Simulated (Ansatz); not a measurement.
Geometry optimisation, DFT PBE-D3(BJ), scalar-relativistic, plane waves, PAW (Ansatz 0.2.0).

Input file:

```yaml
accuracy: low
crystal:
  lattice:
    - [7.380323, 0.0, 0.0]
    - [0.0, 7.380323, 0.0]
    - [0.0, 0.0, 7.380323]
  atoms:
    - { symbol: C, position: [0.6558459, 0.4906446, 0.2400192] }
    - { symbol: O, position: [0.5862895, 0.6296346, 0.1259304] }
    - { symbol: H, position: [0.6366995, 0.5374971, 0.3786994] }
    - { symbol: H, position: [0.6022769, 0.5900823, 0.0016161] }
    - { symbol: H, position: [0.5830741, 0.3621844, 0.2231393] }
    - { symbol: H, position: [0.8008423, 0.4668249, 0.2178524] }
    - { symbol: C, position: [0.008401, 0.8350957, 0.8622157] }
    - { symbol: O, position: [0.1759407, 0.7646556, 0.7978637] }
    - { symbol: H, position: [0.0424549, 0.9355236, 0.9649217] }
    - { symbol: H, position: [0.1481094, 0.674799, 0.7060746] }
    - { symbol: H, position: [-0.0695828, 0.9019775, 0.7548471] }
    - { symbol: H, position: [-0.07641, 0.7303955, 0.924887] }
    - { symbol: C, position: [0.3102736, 0.230504, 0.6424208] }
    - { symbol: O, position: [0.4807101, 0.3160262, 0.6708797] }
    - { symbol: H, position: [0.2383019, 0.3134735, 0.5437795] }
    - { symbol: H, position: [0.546759, 0.2437709, 0.7585765] }
    - { symbol: H, position: [0.3245862, 0.093292, 0.5871878] }
    - { symbol: H, position: [0.2290848, 0.223878, 0.7667074] }
    - { symbol: C, position: [0.1861938, 0.8155022, 0.4150602] }
    - { symbol: O, position: [0.272509, 0.6439067, 0.39841] }
    - { symbol: H, position: [0.0409723, 0.7889569, 0.4149604] }
    - { symbol: H, position: [0.40223, 0.6650365, 0.3982689] }
    - { symbol: H, position: [0.2215044, 0.8842799, 0.5419676] }
    - { symbol: H, position: [0.2177466, 0.9057431, 0.3012899] }
    - { symbol: C, position: [0.9247505, 0.2058108, 0.4763162] }
    - { symbol: O, position: [0.9422452, 0.3790958, 0.5590133] }
    - { symbol: H, position: [0.9522837, 0.2255624, 0.3326299] }
    - { symbol: H, position: [0.9181174, 0.3640023, 0.6873256] }
    - { symbol: H, position: [1.0224864, 0.1075988, 0.5300263] }
    - { symbol: H, position: [0.7878105, 0.1499722, 0.4908823] }
    - { symbol: C, position: [0.6561993, 0.0342859, 0.1043775] }
    - { symbol: O, position: [0.6613482, -0.0659674, 0.268984] }
    - { symbol: H, position: [0.5160816, 0.0305852, 0.0580388] }
    - { symbol: H, position: [0.7854334, -0.0640736, 0.3122656] }
    - { symbol: H, position: [0.6958232, 0.1762175, 0.1235623] }
    - { symbol: H, position: [0.7423016, -0.0256756, -0.0008542] }
basis:
  ecutwfc: 420.0
kpoints:
  mp_grid: { grid: [1, 1, 1] }
hamiltonian:
  xc: pbe
  dispersion: d3bj
scf:
  occupations: { method: fermi_dirac, width: 0.05 }
  lower_state_search: "off"
relax:
  f_tol: 0.3
  max_steps: 15
  adjacent_minimum: "off"
```

Run as:

```bash
$ ansatz run input.yaml --threads 1 --pin off --max-ram 3072MiB --backend cpu --events-out ev --progress --plain --runs-dir out
```

Problem. Where does it end, and by what steps?

Solution. The run converged. The threshold is loose, so the end isn't yet a minimum. The force dipped under the threshold on the way, but the program's further checks kept it going. Limits of this set-up: coarse k mesh, low accuracy level. After 14 steps the energy has fallen by 1.776 eV; H15 moved furthest, 1.60 Å.

| step | energy less start (eV) | largest force component (eV/Å) | accepted |
| --- | --- | --- | --- |
| 0 | 0.0000 | 0.596 | yes |
| 1 | -0.4278 | 0.371 | yes |
| 2 | -0.6762 | 0.809 | yes |
| 3 | -0.8829 | 0.941 | yes |
| 4 | -1.0526 | 0.739 | yes |
| 5 | -1.1920 | 1.032 | yes |
| 6 | -1.3011 | 0.823 | yes |
| 7 | -1.4215 | 0.721 | yes |
| 8 | -1.5265 | 0.327 | yes |
| 9 | -1.6067 | 0.221 | yes |
| 10 | -1.6734 | 0.177 | yes |
| 11 | -1.7052 | 0.441 | yes |
| 12 | -1.7396 | 0.438 | yes |
| 13 | -1.7765 | 0.224 | yes |
| 14 | -1.7765 | 0.225 | yes |

```xyz
36
Lattice="7.3803 0.0000 0.0000 0.0000 7.3803 0.0000 0.0000 0.0000 7.3803" Properties=species:S:1:pos:R:3
C 4.946 3.558 1.511
O 4.059 4.353 0.722
H 5.050 4.046 2.490
H 3.965 3.907 -0.150
H 4.542 2.544 1.677
H 5.947 3.478 1.051
C 0.080 5.881 6.489
O 0.997 4.933 5.968
H 0.661 6.690 6.955
H 0.457 4.254 5.502
H -0.558 6.324 5.702
H -0.581 5.447 7.262
C 3.030 2.425 4.941
O 4.169 2.594 5.826
H 2.932 3.344 4.355
H 4.279 1.769 6.329
H 3.190 1.571 4.267
H 2.115 2.279 5.529
C 1.261 5.641 2.669
O 1.655 4.354 2.194
H 0.224 5.559 3.024
H 2.435 4.467 1.604
H 1.875 5.975 3.526
H 1.303 6.408 1.874
C 7.065 2.044 3.834
O 6.661 3.157 4.645
H 7.781 2.422 3.094
H 5.794 2.945 5.053
H 7.553 1.260 4.438
H 6.208 1.592 3.313
C 4.423 0.126 0.854
O 4.845 -0.220 2.174
H 3.550 0.798 0.968
H 5.452 -0.973 2.090
H 5.235 0.665 0.309
H 4.119 -0.771 0.279
```

Whether the end is a true minimum wasn't checked by a vibrational analysis.

Run time: 45 s on 1 thread of Arm Neoverse V1 (shared host), peak memory 0.4 GiB.
